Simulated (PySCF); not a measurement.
These are PBE-D3(BJ)/def2-TZVP // PBE0-D4/def2-TZVP in PySCF values and carry that method's errors. Gas-phase values, no solvent. Delta-SCF ions had no search for a lower state. 

Reference species (SMILES): `B=N` (neutral, multiplicity 1).

```
Property                                   Value
--------------------------------------  --------
vertical ionisation energy (Delta-SCF)  11.52 eV
S1 oscillator strength                     0.000
```

Changed species: `[S+]#[Si-]`.

What does the change do to the vertical ionisation energy (Delta-SCF) and S1 oscillator strength?

the vertical ionisation energy (Delta-SCF) decreases by 1.25 eV, to 10.27 eV; the S1 oscillator strength hardly moves.
